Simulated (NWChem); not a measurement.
# SiH2SeOCl2; SMILES O[Si](Cl)(Cl)[SeH]

```xyz
7

O      0.1628     0.8694    -1.9031
Si     0.0078     0.5090    -0.3041
Cl    -1.8127     1.1467     0.4397
Cl     1.5226     1.5668     0.5937
Se     0.0750    -1.7276     0.1444
H     -0.4390     0.4069    -2.5071
H      1.4078    -1.8769    -0.4868
```
Atoms are numbered in this order, from 1.

Results from NWChem. Pople sets run with spherical d functions. Structure relaxed at the B3LYP/6-31G* (spherical d) level. Ions are spin-unrestricted doublets at the neutral geometry. Hybrids' shares of exact exchange are those that their runs print; pure functionals count as 0. The functionals differ in more than this share.

| row | share of exact exchange | ΔSCF ionisation energy minus −ε(HOMO) (eV) |
|---|---|---|
| PBE/6-31G* | 0.00 | 3.10 |
| B3LYP/6-31G* | 0.20 | 2.44 |
| M06-2X/6-31G* | 0.54 | withheld |
| Hartree-Fock/6-31G* | 1.00 | -1.28 |

Q: Fit a straight line of the last column on the one before it, predict the withheld value, and compare with the run.

A: 
1. Means of the 3 shown rows: x = 0.400, y = 1.420. Slope Σ(x − x̄)(y − ȳ)/Σ(x − x̄)² = -2.496/0.5600 = -4.457; intercept 3.203.
2. The shown rows scatter about the line by 0.096 (root mean square); the largest residual is +0.13, at B3LYP/6-31G*.
3. At x = 0.54 (M06-2X/6-31G*; inside the shown range) the line gives 0.80.
4. The run gives 0.99, +0.19 from the line, 2.0 times the scatter. The line crosses zero at a share of 0.72.
